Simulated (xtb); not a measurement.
F3Te, doublet, geometry from GFN2-xTB (the spin is typed, not shown lowest); GFN1-xTB in xtb 6.7.1.

Input for xtb:
```
$ xtb mol.xyz --gfn 1 --uhf 1 --ohess --json

# file mol.xyz
4

Te    -0.02303119    -0.20998681     0.25384591
F     -1.85637227    -0.22488197    -0.59006750
F      0.03390534     1.30408449    -0.92930113
F      1.95553606     0.13405462     0.05270334
```

It wrote (shortened):

```
   ID    Z sym.   atoms
    1   52 Te     1
    2    9 F      2-4

           -------------------------------------------------
          |                Calculation Setup                |
           -------------------------------------------------

           -------------------------------------------------
          |                 G F N 1 - x T B                 |
           -------------------------------------------------

          ...................................................
          :                      SETUP                      :
          :.................................................:
          :  # basis functions                  22          :
          :  # atomic orbitals                  21          :
          :  # shells                            9          :
          :  # electrons                        27          :
          :  # halogen bonds                     0          :
          :  max. iterations                   250          :
          :  Hamiltonian                  GFN1-xTB          :
          :  restarted?                      false          :
          :  GBSA solvation                  false          :
          :  PC potential                    false          :
          :  electronic temp.          300.0000000     K    :
          :  accuracy                    1.0000000          :
          :  -> integral cutoff          0.2500000E+02      :
          :  -> integral neglect         0.1000000E-07      :
          :  -> SCF convergence          0.1000000E-05 Eh   :
          :  -> wf. convergence          0.2000000E-04 e    :
          :  Broyden damping             0.4000000          :
          :  net charge                          0          :
          :  unpaired electrons                  1          :
          ...................................................

 iter      E             dE          RMSdq      gap      omega  full diag
   1    -19.1092905 -0.191093E+02  0.701E+00    3.27       0.0  T
   2    -19.0769624  0.323281E-01  0.295E+00    3.16       1.0  T
   3    -19.0822613 -0.529892E-02  0.487E+00    3.21       1.0  T
   4    -19.1527977 -0.705364E-01  0.608E-01    3.29       1.0  T
   5    -19.1546296 -0.183193E-02  0.189E-01    3.26       1.0  T
   6    -19.1548321 -0.202510E-03  0.166E-02    3.26       3.0  T
   7    -19.1548322 -0.803862E-07  0.765E-03    3.26       6.5  T
   8    -19.1548325 -0.250615E-06  0.343E-04    3.26     145.9  T
[...]
         :: total energy             -19.152098077897 Eh    ::
 * total energy  :   -19.1520981 Eh     change       -0.7105427E-14 Eh
 * total energy  :   -19.1556608 Eh     change       -0.3562677E-02 Eh
 * total energy  :   -19.1558861 Eh     change       -0.2253665E-03 Eh
 * total energy  :   -19.1559106 Eh     change       -0.2448124E-04 Eh
 * total energy  :   -19.1559228 Eh     change       -0.1219918E-04 Eh
 * total energy  :   -19.1559269 Eh     change       -0.4114530E-05 Eh
   *** GEOMETRY OPTIMIZATION CONVERGED AFTER 6 ITERATIONS ***
         :: total energy             -19.155926916741 Eh    ::
[...]
          :.................................................:

    mode    ω/cm⁻¹     T·S(HO)/kcal·mol⁻¹    T·S(FR)/kcal·mol⁻¹   T·S(vib)
   ------------------------------------------------------------------------
       1     32.71    -1.68693 ( 15.48%)    -1.18117 ( 84.52%)    -1.25945
       2    159.72    -0.76120 ( 99.05%)    -0.71226 (  0.95%)    -0.76073
       3    247.59    -0.52107 ( 99.83%)    -0.58249 (  0.17%)    -0.52117
   ------------------------------------------------------------------------

   temp. (K)  partition function   enthalpy   heat capacity  entropy
                                   cal/mol     cal/K/mol   cal/K/mol   J/K/mol
 298.15  VIB   23.4                 1631.818      8.354     10.300
         ROT  0.103E+06              888.752      2.981     25.919
         INT  0.241E+07             2520.571     11.335     36.218
         TR   0.243E+28             1481.254      4.968     41.526
         TOT                        4001.8246    16.3035    77.7446   325.2835

       T/K    H(0)-H(T)+PV         H(T)/Eh          T*S/Eh         G(T)/Eh
   ------------------------------------------------------------------------
    298.15    0.637731E-02    0.109943E-01    0.369390E-01   -0.259447E-01
   ------------------------------------------------------------------------

         :::::::::::::::::::::::::::::::::::::::::::::::::::::
         ::                  THERMODYNAMIC                  ::
         :::::::::::::::::::::::::::::::::::::::::::::::::::::
         :: total free energy         -19.181871623569 Eh   ::
         ::.................................................::
         :: total energy              -19.155926916741 Eh   ::
         :: zero point energy           0.004616954824 Eh   ::
         :: G(RRHO) w/o ZPVE           -0.030561661651 Eh   ::
         :: G(RRHO) contrib.           -0.025944706827 Eh   ::
         :::::::::::::::::::::::::::::::::::::::::::::::::::::

optimized geometry written to: xtbopt.xyz

           -------------------------------------------------
          | TOTAL ENERGY              -19.155926916741 Eh   |
          | TOTAL ENTHALPY            -19.144932648441 Eh   |
          | TOTAL FREE ENERGY         -19.181871623569 Eh   |
          | GRADIENT NORM               0.000125069291 Eh/α |
          | HOMO-LUMO GAP               3.242699987360 eV   |
           -------------------------------------------------

normal termination of xtb
```
